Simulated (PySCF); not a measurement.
3-chloro-1H-silole (C4H5ClSi), SMILES ClC1=C[SiH2]C=C1.

The structure is a stationary point at r2SCAN-D4/def2-SVP.

Vertical ionisation energy (IE) and electron affinity (EA) in eV. Rows of orbital energies are one-electron estimates. Where ΔSCF, EOM or ADC give a negative EA the extra electron is unbound and the value depends on the basis.

```tsv
level	IE	EA
−ε(HOMO), −ε(LUMO), CAM-B3LYP/def2-TZVP (PySCF)	?	?
−ε(HOMO), −ε(LUMO), PBE/def2-TZVP (PySCF)	5.95	2.75
```

**Question.** Fill in the missing entries. (An estimate is asked for; the answer gives what the named calculation found.)

**Answer.** 
- −ε(HOMO), −ε(LUMO), CAM-B3LYP/def2-TZVP (PySCF), IE: 8.22
- −ε(HOMO), −ε(LUMO), CAM-B3LYP/def2-TZVP (PySCF), EA: 0.73
